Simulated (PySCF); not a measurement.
PySCF input for TeHF, SMILES [TeH]F, r2SCAN-D4/def2-TZVP. The structure is a stationary point at r2SCAN-D4/def2-TZVP. The def2 effective core potentials stand for the cores of Te; spin–orbit coupling is left out.

```python
import numpy as np
from pyscf import gto, scf, dft, df
from pyscf.hessian import thermo

mol = gto.M(
    atom='''
    Te    0.03344082    0.27602707    0.00000000
    H    -1.62527786    0.41002892    0.00000000
    F    -0.01262722   -1.64038183    0.00000000
    ''',
    basis='def2-TZVP',
    ecp={'Te': 'def2-tzvp'},
    charge=0,
    spin=0,
    max_memory=1600,
    verbose=3,
)
mf = dft.RKS(mol, xc='r2scan').density_fit(auxbasis='def2-universal-jkfit')
mf.disp = 'd4'
mf.grids.level = 4
mf.conv_tol = 1e-11
mf.max_cycle = 100
mf.kernel()

# [left out here: the lines that compute and print the analytic Hessian (its translational invariance restored by hand, since the grid's response is missing), thermochemistry and intensities]
```

Log of the run:

```
converged SCF energy = -368.558896252673

WARN: MGGA Hessian is sensitive to dft grids. grids.level 4 may not be dense enough.


WARN: DFTD4 does not support analytical Hessian, using finite difference.


WARN: Mole.unit (angstrom) is changed to Bohr

Mode                                 0                   1                   2
Irrep
Freq [cm^-1]                      611.0518            704.9659           2118.1098
Reduced mass [au]                  16.8852              1.0733              1.0162
Force const [Dyne/A]                3.7146              0.3143              2.6860
Char temp [K]                     879.1675           1014.2890           3047.4884
Normal mode                   x     y     z       x     y     z       x     y     z
       0  Te                 0.00  0.03  0.00   -0.01 -0.00 -0.00   -0.01  0.00  0.00
       1   H                -0.00 -0.12  0.00    0.05  0.96  0.00    0.99 -0.06 -0.00
       2   F                -0.01 -0.21 -0.00    0.04 -0.03  0.00    0.00  0.00 -0.00
temperature 298.1500 [K]
pressure 101325.00 [Pa]
Rotational constants [GHz] 183.24467 8.29990 7.94025
Symmetry number 1
Zero-point energy (ZPE) 0.00782 [Eh]   20540.644 [J/mol]
                           tot       elec      trans        rot        vib
Entropy [J/mol/K]       261.188      0.000    171.036     87.088      3.063
Cv [J/mol/K]             32.624      0.000     12.472     12.472      7.681
Cp [J/mol/K]             40.939      0.000     20.786     12.472      7.681
Internal energy [J/mol]                      3718.434   3718.434  21236.404
Internal energy [Eh]   -368.54798  -368.55890
Enthalpy [J/mol]                             6197.391   3718.434  21236.404
Enthalpy [Eh]          -368.54703
Gibbs free energy [J/mol]                  -44797.080 -22246.951  20323.138
Gibbs free energy [Eh] -368.57669
static polarisability / bohr^3: [[35.912 -0.922  0.   ]
 [-0.921 34.52   0.   ]
 [ 0.    -0.    28.254]]
largest difference of analytic and finite-field dipole derivatives / e: 0.00039056568443607276
mode   freq/cm-1   IR/(km/mol)   Raman/(A^4/amu)   depolarisation
   1      611.05        63.323             8.600            0.437
   2      704.97         3.515            18.730            0.726
   3     2118.11        48.017           179.255            0.302
max |gradient| / (hartree/bohr): 0.00013223619556390205
APT charges: [ 0.5867 -0.0792 -0.5076]
```

The calculation finished and met its thresholds.
